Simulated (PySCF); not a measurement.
## Diatomics of Sn with the halogens

CCSD(T) with triple-zeta basis sets in PySCF, for the lowest determinant that a PBE0 search found; no spin–orbit coupling. De refers to high-spin ground-configuration atoms.

```csv
M,basis,"reference, frozen orbitals",state (unpaired electrons),Re (Å),ωe (cm⁻¹),De (eV)
F,def2-TZVPP,"UHF, 5",doublet (π ↑),1.943,593,4.76
Cl,def2-TZVPP,"UHF, 9",doublet (π ↑),2.366,355,3.74
Br,def2-TZVPP,"UHF, 13",doublet (π ↑),2.516,246,3.37
I,x2c-TZVPPall,"UHF, 36",doublet (π ↑),2.720,198,2.87
```

The shortest bond is that of SnF (1.943 Å), the longest that of SnI (2.720 Å). SnF is bound most strongly (4.76 eV) and SnI least (2.87 eV).

The rows differ in basis set, which adds steps of its own.

Down a group the atoms grow and get heavier, so bonds lengthen and wavenumbers fall; this series shows no clear exception.

Correlated steps freeze the inner cores (5 to 36 orbitals); shallow outer-core shells are correlated. These are scalar-relativistic numbers at best; spin–orbit coupling would shift them, the dissociation energy most. States were picked by a PBE0 search and need not be the measured ground states.
